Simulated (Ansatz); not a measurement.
C2H8NOSi (`CN(C)[SiH]O`) radical, relaxed with UKS PBE0-D4/def2-TZVP in the Gaussian-basis code of Ansatz from a GFN2-xTB geometry. The force threshold is 0.005 eV/Å; the program also tests the step.

Charge 0, multiplicity 2.

Start:

```xyz
13

C    -0.758   -0.763   -0.845
N     0.067   -0.084    0.118
C     0.624   -0.974    1.097
Si    0.846    1.423   -0.239
O    -0.161    2.332   -1.138
H    -1.619   -1.217   -0.342
H    -1.115   -0.054   -1.588
H    -0.209   -1.561   -1.361
H     1.222   -0.410    1.807
H     1.259   -1.743    0.638
H    -0.182   -1.481    1.638
H     1.089    2.033    1.068
H    -1.062    2.500   -0.853
```

```
        step  energy (eV)  largest force (eV/Å)  largest move (Å)
           1  -13612.1892                 0.785             0.000
           2  -13612.2208                 0.474             0.053
           3  -13612.2311                 0.149             0.098
4 (rejected)  -13612.1941                 0.877             0.146
           5  -13612.2355                 0.029             0.070
           6  -13612.2359                 0.019             0.026
           7  -13612.2360                 0.051             0.029
           8  -13612.2362                 0.007             0.013
9 (rejected)  -13612.2359                 0.080             0.016
          10  -13612.2362                 0.004             0.008
          11  -13612.2363                 0.007             0.013
          12  -13612.2363                 0.004             0.004
```

End:

```xyz
13

C    -0.725   -0.808   -0.906
N     0.090   -0.100    0.051
C     0.595   -0.931    1.115
Si    0.826    1.413   -0.323
O    -0.271    2.393   -1.075
H    -1.611   -1.231   -0.417
H    -1.062   -0.131   -1.692
H    -0.180   -1.638   -1.378
H     1.209   -0.341    1.799
H     1.205   -1.764    0.740
H    -0.233   -1.361    1.693
H     1.258    1.951    1.011
H    -1.102    2.547   -0.617
```

Hardware: 2 threads of an AMD EPYC 7R13 on a shared host and a share of an NVIDIA H100 80 GB. Wall time 22 s, peak host memory 0.91 GiB.
